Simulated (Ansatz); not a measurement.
A nudged elastic band was laid between two geometries of Cl2H4Si2Te (9 atoms, charge 0, multiplicity 1).

All numbers below come from RKS BLYP-D4/def2-SVP in Ansatz.

```json
{"movable images": "7", "climbing image": "yes", "spring": "5.0 eV/Å²", "optimiser": "quadratic models (default)", "start path": "IDPP", "force threshold": "0.05 eV/Å", "iteration limit": "60", "end points": "relaxed"}
```

Image 0:

```xyz
9
Properties=species:S:1:pos:R:3
Cl -0.940 1.239 -2.218
Si 0.827 0.613 -1.250
Si 0.076 -0.652 0.594
Cl -0.236 -2.628 -0.071
Te -2.038 0.545 1.333
H 1.590 1.830 -0.816
H 1.646 -0.184 -2.218
H 1.042 -0.713 1.738
H -1.877 -0.095 2.890
```

Image 8:

```xyz
9
Properties=species:S:1:pos:R:3
Cl 1.909 -0.415 -2.437
Si 0.770 0.661 -1.035
Si -0.447 -0.833 0.314
Cl -1.821 -1.826 -0.927
Te -1.803 0.511 2.017
H -0.192 1.554 -1.757
H 1.692 1.488 -0.190
H 0.409 -1.847 1.012
H -0.427 0.660 2.986
```

Question: Which bonds break or form, and what moves?

Answer: No bond is made or broken. The dihedral H7–Si2–Si3–Cl4 goes from -32 to 175°.

Question: What energy profile does the band end with?

Answer: It converged. The highest image is number 4 of 0 to 8, 0.107 eV above the first end and 0.038 eV above the last; the last end lies 0.069 eV above the first. A structure lower than the last end lies on the path between it and the top, so the climb from that side starts below the end, which may itself be a saddle point or a shallow side well. A vibrational analysis at the climbing image gives no mode beyond 40i cm⁻¹: the surface is too flat there to confirm a saddle point.

```csv
image,path coordinate (Å),energy (eV),dihedral H7–Si2–Si3–Cl4 (°)
0,0.00,0.000,-32
1,0.78,0.021,-51
2,1.56,0.067,-71
3,2.33,0.098,-91
4,3.11,0.107,-112
5,4.07,0.088,-136
6,5.03,0.064,-159
7,5.99,0.064,-174
8,6.95,0.069,175
```

Question: What is the geometry of the highest image?

Answer: 
```xyz
9
Properties=species:S:1:pos:R:3:forces:R:3
Cl -0.310 0.261 -3.037 0.00 0.00 0.00
Si 0.779 0.623 -1.286 0.00 0.00 0.00
Si -0.172 -0.660 0.473 0.00 -0.01 -0.01
Cl -1.610 -1.957 -0.344 0.00 0.00 0.00
Te -1.112 1.025 2.129 0.00 0.00 0.00
H 0.699 2.085 -0.959 0.00 0.00 0.00
H 2.213 0.246 -1.507 0.00 0.00 0.00
H 0.833 -1.515 1.184 0.00 0.00 0.00
H -1.232 -0.155 3.331 0.00 0.00 0.00
```

Run time: 2.5 min on 2 threads of Intel(R) Xeon(R) 6975P-C (Granite Rapids), on a shared host, peak memory 0.21 GiB.
